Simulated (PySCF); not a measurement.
C₄H₅Cl. Atoms are numbered in the order given.

```xyz
10

C     -0.4405     2.0780     0.0000
C      0.6018     1.2364     0.0000
C      0.5413    -0.2254     0.0000
C      1.6233    -1.0189     0.0000
Cl    -1.0578    -0.9556     0.0000
H     -1.4680     1.7078     0.0000
H     -0.2865     3.1592     0.0000
H      1.6223     1.6345     0.0000
H      2.6199    -0.5711     0.0000
H      1.5402    -2.1060     0.0000
```

Coordinates come from a B3LYP-D3(BJ)/def2-SVP optimisation. One conformer was computed; it need not be the lowest.

All values below come from PBE/pcSseg-1 in PySCF.

GIAO shieldings, no solvent; atoms listed in one row are averaged. δ = σ(ref) − σ: ¹³C against TMS (σ = 182.0 ppm); ³⁵Cl against HCl (σ = 936.5 ppm); ¹H against TMS (σ = 31.49 ppm), references at their B3LYP-D3(BJ)/def2-TZVP geometries, non-relativistic (without spin–orbit terms, shifts of atoms bonded to Cl or Br come out too high).

Question: Estimate the chemical shifts. (Estimate from the structure and the level; the computed values follow.)

Answer: 
```json
[
 {"nucleus": "¹³C", "atoms": "C3", "count": "1", "δ (ppm)": "156.1"},
 {"nucleus": "¹³C", "atoms": "C2", "count": "1", "δ (ppm)": "142.8"},
 {"nucleus": "¹³C", "atoms": "C1", "count": "1", "δ (ppm)": "126.9"},
 {"nucleus": "¹³C", "atoms": "C4", "count": "1", "δ (ppm)": "122.9"},
 {"nucleus": "³⁵Cl", "atoms": "Cl5", "count": "1", "δ (ppm)": "240.1"},
 {"nucleus": "¹H", "atoms": "H8", "count": "1", "δ (ppm)": "6.68"},
 {"nucleus": "¹H", "atoms": "H6", "count": "1", "δ (ppm)": "6.18"},
 {"nucleus": "¹H", "atoms": "H7", "count": "1", "δ (ppm)": "5.81"},
 {"nucleus": "¹H", "atoms": "H9, H10", "count": "2", "δ (ppm)": "5.77"}
]
```
